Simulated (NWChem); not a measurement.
Molecule: CCl2, singlet; SMILES Cl[C]Cl

All runs: NWChem. Low-valent species are run as closed-shell singlets; no triplet was tried in these runs. Geometry: optimised at PBE0-D3(BJ)/def2-TZVP. Ions are spin-unrestricted doublets at the neutral geometry; other ion states weren't tried. Functional: LC-ωPBE (HJS hole) with def2-SVP; rows give the range parameter ω in 1/bohr.

| range parameter (1/bohr) | vertical ionisation energy, ΔSCF (eV) | −ε(HOMO) (eV) | ΔSCF minus −ε(HOMO) (eV) |
|---|---|---|---|
| 0.05 | 9.56 | 6.53 | 3.03 |
| 0.15 | 9.65 | 7.92 | 1.73 |
| 0.20 | 9.73 | 8.50 | 1.23 |
| 0.35 | 10.01 | 9.81 | 0.20 |
| 0.60 | 10.34 | 11.00 | -0.66 |
